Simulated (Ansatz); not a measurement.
Geometry optimisation, RKS PBE-D4/def2-SVP in Ansatz.

Input file:

```yaml
crystal:
  periodic: [false, false, false]
  atoms:
    - { symbol: Ti, position_ang: [-0.124875, 0.650601, -0.545445] }
    - { symbol: O, position_ang: [0.879976, -0.341217, 2.227328] }
    - { symbol: H, position_ang: [0.072574, -0.892052, 2.176265] }
    - { symbol: "N", position_ang: [1.63665, 0.167767, -0.539767] }
    - { symbol: H, position_ang: [1.883397, -0.301767, 0.350772] }
    - { symbol: H, position_ang: [2.442565, 0.347151, -1.141298] }
    - { symbol: Cl, position_ang: [-0.568872, 1.871492, -2.301531] }
    - { symbol: Cl, position_ang: [-1.539151, -0.978167, -0.015951] }
    - { symbol: H, position_ang: [-0.17772, 1.694816, 0.799636] }
    - { symbol: H, position_ang: [0.502556, 0.574275, 2.121791] }
basis:
  gaussian: { orbitals: def2-SVP }
hamiltonian:
  xc: pbe
  dispersion: d4
relax:
  f_tol: 0.03
  max_steps: 50
```

Run as:

```bash
$ ansatz run input.yaml --threads 4 --pin off --max-ram 5120MiB --backend cpu --events-out ev --progress --plain --runs-dir out
```

Problem. Where does it end, and by what steps?

Solution. It converged. After 12 steps the energy has fallen by 0.300 eV; H5 moved furthest, 0.55 Å. Joined: Ti1–O2 (3.11 → 2.27 Å).

| step | energy less start (eV) | largest force component (eV/Å) | accepted |
| --- | --- | --- | --- |
| 0 | 0.0000 | 0.483 | yes |
| 1 | -0.0183 | 1.129 | yes |
| 2 | -0.0818 | 1.060 | yes |
| 3 | -0.1122 | 0.929 | yes |
| 4 | -0.2169 | 0.694 | yes |
| 5 | -0.2580 | 0.687 | yes |
| 6 | -0.2842 | 0.347 | yes |
| 7 | -0.2925 | 0.275 | yes |
| 8 | -0.2911 | 0.142 | no |
| 9 | -0.2983 | 0.056 | yes |
| 10 | -0.2999 | 0.053 | yes |
| 11 | -0.2998 | 0.059 | no |
| 12 | -0.3003 | 0.014 | yes |

```xyz
10
Properties=species:S:1:pos:R:3
Ti 0.011 0.511 -0.223
O 0.516 -0.212 1.871
H -0.281 -0.763 2.043
N 1.810 0.177 -0.518
H 2.366 -0.413 0.112
H 2.343 0.462 -1.347
Cl -0.547 1.660 -2.005
Cl -1.534 -1.142 0.035
H -0.061 1.893 0.791
H 0.384 0.618 2.374
```

Whether the end is a true minimum wasn't checked by a vibrational analysis.

Run time: 24 s on 4 threads of Arm Neoverse V1 (shared host), peak memory 0.2 GiB.
